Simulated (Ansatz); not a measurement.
Ansatz (an electronic-structure program) input (HF/def2-QZVPP):
A basis named .json is the Basis Set Exchange file of that set.

Ansatz 0.2 input:
```yaml
crystal:
  periodic: [false, false, false]
  atoms:
    - {symbol: W, position_ang: [0.00000000, -0.00000000, 0.00000000]}
    - {symbol: F, position_ang: [1.81594034, -0.35520853, -0.31973616]}
    - {symbol: F, position_ang: [-0.78499781, -0.51394131, 1.62655661]}
    - {symbol: F, position_ang: [-1.03094253, 0.86914984, -1.30682045]}
basis:
  gaussian:
    orbitals: def2-QZVPP.json
hamiltonian:
  xc: hf
magnetization: {spin_polarized: true, initial_magnetization: 3}
```

End of the output:

```
integrals: 0.14 GiB planned
1343 factors; their error is unknown
mean field: 1.25 GiB planned
mean field evaluation 1: about -9926.6847 eV, gradient 3.7e1 eV
mean field evaluation 2: about -9929.0260 eV, gradient 3.3e1 eV
mean field evaluation 4: about -9932.3611 eV, gradient 1.6e0 eV
mean field evaluation 8: about -9932.4214 eV, gradient 7.6e-2 eV
mean field evaluation 16: about -9926.0743 eV, gradient 2.9e1 eV
mean field evaluation 32: about -9922.5240 eV, gradient 1.1e1 eV
mean field -9932.52332041 eV, -365.0134995188 hartree, gradient 2.5e-5 eV, S^2 3.760193; 0 other end points of the search recorded, 0 dependent functions left out
reference -9932.52332041 eV, -365.0134995188 hartree; 22, 19 occupied and 230, 233 virtual orbitals, 1343 factors
Total energy: -9932.52332041 eV, -365.0134995188 hartree
```

The spin state was set by rule; other spins were not relaxed.
